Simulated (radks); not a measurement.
Values are calculated unless marked as measured or tabulated.
Orbital eigenvalues (eV) of the chromium ion Cr3+, [Ar] 3d3, at several levels of relativity; Dirac values are averaged over j with weights 2j + 1. Spin-unpolarised spherical Kohn-Sham, LDA (Slater exchange, Perdew-Wang correlation), point nucleus unless stated (finite: rms radius 3.6452 fm), a radial shooting solver on a logarithmic mesh with Libxc functionals. A level marked "c x" has the speed of light scaled by that factor and shares open shells by 2j + 1; other Dirac levels either fill j = l - 1/2 first or share by 2j + 1.

| shell | non-rel. | scalar-rel. | Dirac, 2j+1 shares | Dirac, 2j+1 shares, finite nucleus | change of magnitude, last against first (%) |
|---|---|---|---|---|---|
| 1s | -5859.9 | -5906.4 | -5905.3 | -5905.3 | +0.77 |
| 2s | -696.91 | -706.04 | -705.87 | -705.87 | +1.29 |
| 2p | -599.21 | -600.79 | -600.64 | -600.64 | +0.24 |
| 3s | -110.92 | -112.33 | -112.31 | -112.31 | +1.25 |
| 3p | -83.463 | -83.707 | -83.697 | -83.697 | +0.28 |
| 3d | -39.618 | -39.397 | -39.396 | -39.396 | -0.56 |
| 4s (empty) | -28.716 | -28.954 | -28.952 | -28.952 | +0.82 |
| 4p (empty) | -22.462 | -22.520 | -22.519 | -22.519 | +0.26 |
